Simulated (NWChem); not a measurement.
System: C$_{3}$H$_{5}$Cl; SMILES ClC1CC1

```xyz
9

Cl    -0.0866    -1.3962     0.0000
C      0.5465     0.2469     0.0000
C     -0.1779     1.3130    -0.7522
C     -0.1779     1.3130     0.7522
H      1.6391     0.2478     0.0000
H      0.4204     2.0560    -1.2870
H     -1.1028     1.0224    -1.2565
H      0.4204     2.0560     1.2870
H     -1.1028     1.0224     1.2565
```
Atoms are numbered in this order, from 1.

Level: PBE0/def2-SVP (NWChem), optimised geometry, unscaled harmonic frequencies. 

Q: List the harmonic frequencies with IR intensities, and the thermochemistry.

A: 
```json
[
 {"frequency (cm⁻¹)": "324", "IR intensity (km/mol)": "1.9"},
 {"frequency (cm⁻¹)": "338", "IR intensity (km/mol)": "0.1"},
 {"frequency (cm⁻¹)": "659", "IR intensity (km/mol)": "19.2"},
 {"frequency (cm⁻¹)": "768", "IR intensity (km/mol)": "1.2"},
 {"frequency (cm⁻¹)": "808", "IR intensity (km/mol)": "8.8"},
 {"frequency (cm⁻¹)": "940", "IR intensity (km/mol)": "9.0"},
 {"frequency (cm⁻¹)": "982", "IR intensity (km/mol)": "13.5"},
 {"frequency (cm⁻¹)": "1056", "IR intensity (km/mol)": "21.6"},
 {"frequency (cm⁻¹)": "1071", "IR intensity (km/mol)": "0.6"},
 {"frequency (cm⁻¹)": "1089", "IR intensity (km/mol)": "2.5"},
 {"frequency (cm⁻¹)": "1110", "IR intensity (km/mol)": "0.9"},
 {"frequency (cm⁻¹)": "1176", "IR intensity (km/mol)": "0.5"},
 {"frequency (cm⁻¹)": "1239", "IR intensity (km/mol)": "1.6"},
 {"frequency (cm⁻¹)": "1320", "IR intensity (km/mol)": "26.6"},
 {"frequency (cm⁻¹)": "1423", "IR intensity (km/mol)": "6.8"},
 {"frequency (cm⁻¹)": "1485", "IR intensity (km/mol)": "11.9"},
 {"frequency (cm⁻¹)": "3154", "IR intensity (km/mol)": "5.5"},
 {"frequency (cm⁻¹)": "3158", "IR intensity (km/mol)": "1.5"},
 {"frequency (cm⁻¹)": "3212", "IR intensity (km/mol)": "3.1"},
 {"frequency (cm⁻¹)": "3253", "IR intensity (km/mol)": "0.6"},
 {"frequency (cm⁻¹)": "3262", "IR intensity (km/mol)": "1.2"}
]
```

- zero-point energy: 45.5 kcal/mol
- thermal correction to the enthalpy at 298.15 K (with zero-point energy): 48.7 kcal/mol
- heat capacity Cv: 14.2 cal/(mol K)
- entropy at 298.15 K and 1 atm (symmetry number 1): 67.5 cal/(mol K)
- dipole moment: 1.79 D

Rigid rotor and harmonic oscillator.
